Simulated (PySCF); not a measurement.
Cl₄SW, multiplicity 1. Atoms are numbered in the order given.

```xyz
6

W      0.0000     0.0000     0.0930
S      0.0000     0.0000     2.2376
Cl     0.0000     0.0000    -2.3101
Cl     1.9739    -1.1396    -0.0670
Cl    -1.9739    -1.1396    -0.0670
Cl     0.0000     2.2792    -0.0670
```

Geometry optimised at B3LYP-D3(BJ)/def2-SVP. The spin state was assumed, not searched. The isomer is the one that the SMILES or the coordinates give; other isomers of the formula were not compared. The def2 effective core potentials stand for the cores of W; spin–orbit coupling is left out.

Method: ωB97X/def2-TZVP (PySCF).

Symmetry labels are those of the subgroup Cs that the program uses (full group C3v).

Computed valence orbital energies around the gap with their symmetry:
```json
[
 {"orbital": "HOMO−7", "symmetry": "A'", "energy (eV)": "-13.36"},
 {"orbital": "HOMO−6", "symmetry": "A'", "energy (eV)": "-13.12"},
 {"orbital": "HOMO−5", "symmetry": "A\"", "energy (eV)": "-12.51"},
 {"orbital": "HOMO−4", "symmetry": "A'", "energy (eV)": "-11.18"},
 {"orbital": "HOMO−3", "symmetry": "A\"", "energy (eV)": "-11.12"},
 {"orbital": "HOMO−2", "symmetry": "A'", "energy (eV)": "-11.12"},
 {"orbital": "HOMO−1", "symmetry": "A\"", "energy (eV)": "-11.01"},
 {"orbital": "HOMO", "symmetry": "A'", "energy (eV)": "-11.01"},
 {"orbital": "LUMO", "symmetry": "A\"", "energy (eV)": "-2.51"},
 {"orbital": "LUMO+1", "symmetry": "A'", "energy (eV)": "-2.51"},
 {"orbital": "LUMO+2", "symmetry": "A\"", "energy (eV)": "-1.91"},
 {"orbital": "LUMO+3", "symmetry": "A'", "energy (eV)": "-1.91"}
]
```
